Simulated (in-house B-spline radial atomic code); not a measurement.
## PBE hybrid excitations of Br VIII (Br7+)

Method: PBE hybrid with 0.1 exact exchange. Computed with an all-electron radial atomic-structure program (B-spline basis): linear response of the closed shell [Ar] 3d10 with the functional's adiabatic kernel; scalar-relativistic (spin-free one-electron X2C), finite nucleus, no spin-orbit coupling, no double excitations, S, P, D and F terms only. Only terms of natural parity with L up to 3 were computed.

Command:
```bash
python run_td.py task.json out
```
Settings (radii: box in bohr, nucleus in fm):
```
Z                        35
electrons                28
configuration            [Ar] 3d10
hamiltonian              x2c
method                   pbeh
box_radius               12.81
exact_exchange_fraction  0.1
rms_radius               4.1629
intervals                70
```

Run time, properties included: 1.4 s on 1 thread of Intel(R) Xeon(R) Platinum 8259CL CPU @ 2.50GHz (Skylake/Cascade Lake), with other jobs on the host.

The lowest states, in the order of their Tamm-Dancoff energies; the method's threshold (minus the highest occupied level) is 177.94 eV. Labels give the largest channel, * marks a mixed state, and oscillator strengths are full-response dipole values. Semilocal kernels can invert the small singlet-triplet splittings of Rydberg terms. Energies in eV:

| state | full response | Tamm-Dancoff | oscillator strength |
| --- | --- | --- | --- |
| 3d → 4s 3D | ? | ? | - |
| 3d → 4s 1D | 65.58 | 65.59 | - |
| 3d → 4p 3P | ? | ? | - |
| 3d → 4p 3F | 82.03 | 82.05 | - |
| 3d → 4p 1F | 82.66 | 82.67 | - |
| 3d → 4p 1P | 83.97 | 84.05 | 0.555 |
| 3d → 4d 3S | 107.30 | 107.34 | - |
| 3d → 4d 3D | 108.55 | 108.56 | - |
| 3d → 4d 1D | 109.47 | 109.49 | - |
| 3d → 4d 1S | 116.03 | 116.94 | - |
| 3d → 5s 3D | 122.17 | 122.17 | - |
| 3d → 5s 1D | 122.40 | 122.41 | - |
| 3d → 5p 3P | 128.70 | 128.71 | - |
| 3d → 5p 3F | 128.81 | 128.81 | - |
| 3d → 5p 1F | 129.01 | 129.01 | - |
| 3d → 5p 1P | 129.33 | 129.36 | 0.0286 |

(1) Where does 3d → 4p 3P lie?

(2) Where does 3d → 4s 3D lie?

(3) How large is the singlet-triplet splitting of 3d → 4s (D terms) in Tamm-Dancoff?

(4) What polarisabilities and dispersion coefficient does the method give?

Results:

(1) At 81.75 eV in full response, 81.77 eV in Tamm-Dancoff.

(2) At 64.74 eV in full response, 64.76 eV in Tamm-Dancoff.

(3) 0.833 eV, from the unrounded values.

(4) Dipole 0.2814 bohr³, quadrupole 0.2236 bohr⁵, C6 0.3671 hartree·bohr⁶ for two such species.
